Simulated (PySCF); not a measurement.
# Correlation energy of Ar (argon, neutral)

[Ar], closed-shell 1S. Calculation: PySCF 2.14, in x2c-TZVPall (5s5p2d1f, 37 functions); the spin-free X2C one-electron Hamiltonian (Gaussian nucleus). Frozen: [Ne]; 8 electrons correlated.

MP2 pair energies summed by pair of shells (mhartree):

```json
{"pair": "3p-3p", "energy": "-150.11", "share (%)": "73.9"}
{"pair": "3s-3p", "energy": "-44.68", "share (%)": "22.0"}
{"pair": "3s-3s", "energy": "-8.42", "share (%)": "4.1"}
```

Total MP2 correlation energy: -203.21 mhartree.

Same-spin part -51.65 and opposite-spin part -151.56 mhartree; SCS-MP2 scales them by 1/3 and 6/5 to -199.09 mhartree.

| level | correlation energy (mhartree) |
| --- | --- |
| CCSD | -222.17 |
| (T) | -6.72 |
| CCSD(T) | -228.89 |

Diagnostics: T1 = 0.0020, D1 = 0.0030, largest double amplitude 0.052.

**Question.** Is a single reference adequate?

**Answer.** Yes: T1 lies below 0.03 and no double amplitude reaches 0.07.
